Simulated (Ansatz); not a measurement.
**A relaxation, step by step**

AlNHClF (charge -1), singlet, B3LYP-D4/def2-TZVP (Ansatz 0.2.0). Settings:

```yaml
hamiltonian: {xc: {name: B3LYP}, dispersion: d4}
relax: {f_tol: 0.05, max_steps: 30, max_displacement: 0.05}
```

Start:

```xyz
5
angstrom
N 0.7211 1.4152 0.4768
Al 0.1526 -0.3612 0.1928
F 0.7366 -1.9560 0.8570
Cl -1.5058 -1.0945 -1.2341
H -0.1142 2.0384 -0.2852
```

```json
{"step": "1", "energy less the last (meV)": "1344.7", "largest force component (eV/Å)": "3.424"}
{"step": "2", "energy less the last (meV)": "877.9", "largest force component (eV/Å)": "2.949"}
{"step": "3", "energy less the last (meV)": "499.0", "largest force component (eV/Å)": "2.083"}
{"step": "4", "energy less the last (meV)": "223.9", "largest force component (eV/Å)": "1.376"}
{"step": "5", "energy less the last (meV)": "92.2", "largest force component (eV/Å)": "0.825"}
{"step": "6", "energy less the last (meV)": "35.0", "largest force component (eV/Å)": "0.283"}
{"step": "7", "energy less the last (meV)": "8.8", "largest force component (eV/Å)": "0.137"}
{"step": "8", "energy less the last (meV)": "3.1", "largest force component (eV/Å)": "0.122"}
{"step": "9", "energy less the last (meV)": "1.3", "largest force component (eV/Å)": "0.105"}
{"step": "10", "energy less the last (meV)": "0.0", "largest force component (eV/Å)": "0.038"}
```

Step 2, positions (Å) and forces (eV/Å):

```
atom       x       y       z      Fx      Fy      Fz
  N1   0.687   1.406   0.450  -2.949  -0.431  -2.374
 Al2   0.153  -0.354   0.190   0.402   0.450   0.180
  F3   0.731  -1.929   0.850  -0.474   1.937  -0.587
 Cl4  -1.496  -1.090  -1.225   0.543   0.243   0.488
  H5  -0.085   2.010  -0.258   2.477  -2.200   2.293
```

Step 8, positions (Å) and forces (eV/Å):

```tsv
atom	x	y	z	Fx	Fy	Fz
N1	0.602	1.268	0.396	-0.122	0.038	-0.057
Al2	0.064	-0.337	0.116	0.082	0.017	-0.043
F3	0.744	-1.702	0.834	-0.002	-0.057	0.038
Cl4	-1.490	-1.155	-1.214	-0.030	-0.011	0.005
H5	0.070	1.967	-0.124	0.072	0.013	0.056
```

Step 9, positions (Å) and forces (eV/Å):

```csv
atom,x,y,z,Fx,Fy,Fz
N1,0.588,1.266,0.407,-0.093,-0.007,-0.105
Al2,0.072,-0.340,0.092,0.048,0.050,0.091
F3,0.743,-1.697,0.839,-0.013,-0.023,-0.026
Cl4,-1.499,-1.170,-1.211,0.005,-0.004,-0.009
H5,0.087,1.983,-0.120,0.053,-0.016,0.050
```

Last step (10):

```
5
angstrom
N 0.5858 1.2639 0.3930
Al 0.0692 -0.3414 0.1001
F 0.7411 -1.7013 0.8371
Cl -1.4967 -1.1761 -1.2124
H 0.0908 1.9968 -0.1107
```

The run took about 100 s on 2 CPU threads of an Intel Xeon (shared host).
